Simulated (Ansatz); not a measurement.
System: InI₂, charge 0, doublet. InI2 (SMILES [I][In][I], doublet).
B3LYP-D3(BJ)/def2-TZVP minimum from Ansatz (an electronic-structure program):
```xyz
3

In     0.7797     0.3819     0.2539
I     -0.7476     1.6431    -1.6656
I      0.0268    -1.9962     1.4308
```
Charge 0, spin multiplicity 2.

Wanted: atomisation energy (electronic, to ground-state atoms), in kcal/mol. UHF or UKS for unpaired electrons; spin-orbit terms are left out. Correlated methods leave the cores frozen (noble-gas shells, and filled d and f shells in the p block). Past Kr the def2 sets carry scalar-relativistic core potentials. CBS(X,Y): correlation extrapolated as X^-3, Hartree-Fock from the larger set. A bracket is a step between two methods taken in the basis named. Where a partner has so few electrons that a lower coupled-cluster level is exact, that level stands in. Spin-orbit terms, left out, reach several kcal/mol for Br and I, and more for heavier atoms. The spin of I2In ([I][In][I], doublet) was assumed, and the state is the lowest solution found for it.

CCSD(T)/CBS(def2-TZVPP,def2-QZVPP) + [CCSDT(Q) - CCSD(T)]/def2-SVP (Ansatz) gives 116.5 kcal/mol.

### Question
What does PBE/def2-TZVPD (Ansatz) give here, and how do the other levels compare?

### Answer
PBE gives 117.4 kcal/mol, 0.9 kcal/mol above it. Differences of the others: r2SCAN/def2-TZVPD (Ansatz) 1.9; B3LYP/def2-TZVPD (Ansatz) -9.4; CCSD(T)/CBS(def2-TZVPP,def2-QZVPP) (Ansatz) -0.5 kcal/mol.
